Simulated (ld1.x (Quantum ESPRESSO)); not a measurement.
chlorine (Cl), ultrasoft: configuration errors across variants

ld1.x (Quantum ESPRESSO) 7.5 input, shortened:

```
&input
   title='Cl', zed=17., rel=1, dft='PBE', iswitch=3,
   config='[Ne] 3s2 3p5 3d-2'
 /
 &inputp
   pseudotype=3, tm=.true., lloc=2,
   nlcc=.true., new_core_ps=.true.,
   which_augfun='PSQ', rmatch_augfun_nc=.true.
 /
5
3S  1  0   2.00   0.00  1.10  1.35  0.0
3S  1  0   0.00  -0.70  1.10  1.35  0.0
3P  2  1   5.00   0.00  1.10  1.20  0.0
3P  2  1   0.00   2.95  1.10  1.20  0.0
3D  3  2  -2.00   0.05  1.25  1.25  0.0
 &test
   configts(1)='3s2 3p5'
 /
```

All-electron excitation energies from the reference (eV): (1) 3s2 3p4 13.875; (2) 3s2 3p3 39.322; (3) 3s2 3p2 77.630; (4) 3s2 3p1 129.873; (5) 3s1 3p5 26.584; (6) 3s2 3p4.5 5.583; (7) 3s1 3p6 12.153.

The default core radius of the base comes out at 0.79 bohr.

The overlap operator is not positive definite (basis up to 400 Ry) in “wave 3d channel at 0.05 Ry: rc 1.25 bohr becomes 3d channel at 0.05 Ry: rc 1.94 bohr”. Such files are unfit for use, however small their errors in these radial tests.

2 further variants failed, have other tests or another functional or relativity, and are left out.

A true bound ghost makes a file unfit for plane-wave use even where its test errors are small: the radial tests pick states by their node count and pass the ghost by.

Errors AE − PS in meV (a dash: test not solved or not reliable):

| change | (1) | (2) | (3) | (4) | (5) | (6) | (7) | bound ghosts |
| --- | --- | --- | --- | --- | --- | --- | --- | --- |
| base | -1.3 | -3.7 | -8.9 | -19 | -2.1 | -0.5 | -0.1 | none |
| all radii but the core radius scaled by about 0.95 (s 1.28, p 1.14, d 1.18 bohr, rcut 1.04/1.04/1.18) | -0.9 | -1.9 | -4.3 | -12 | -2.4 | -0.5 | -0.4 | none |
| core correction Bessel-smoothed model core inside 1.36 bohr | -1.3 | -3.9 | -10 | -23 | -3.5 | -0.5 | -0.2 | none |
| added wave 3d channel at 1.1 Ry: rc 1.25 bohr; local potential all-electron potential smoothed inside 1.25 bohr (lloc = -2) | -1.3 | -4.1 | -9.9 | -21 | -2.3 | -0.5 | -0.1 | none |
| wave 3d channel at 0.05 Ry: rc 1.25 bohr becomes 3d channel at 0.05 Ry: rc 1.94 bohr | -1.6 | -35 | -109 | -199 | +11 | -0.6 | +8.6 | p (s not tested, overlap not positive) |

**Question.** Give the same row for: wave 3s channel at -0.7 Ry: rcut 1.10, rcutus 1.35 bohr becomes 3s channel at -1.26 Ry: rcut 1.10, rcutus 1.35 bohr.

**Answer.** -1.2, -3.1, -6.7, -13, -2.0, -0.5, -0.1; bound ghosts: none.
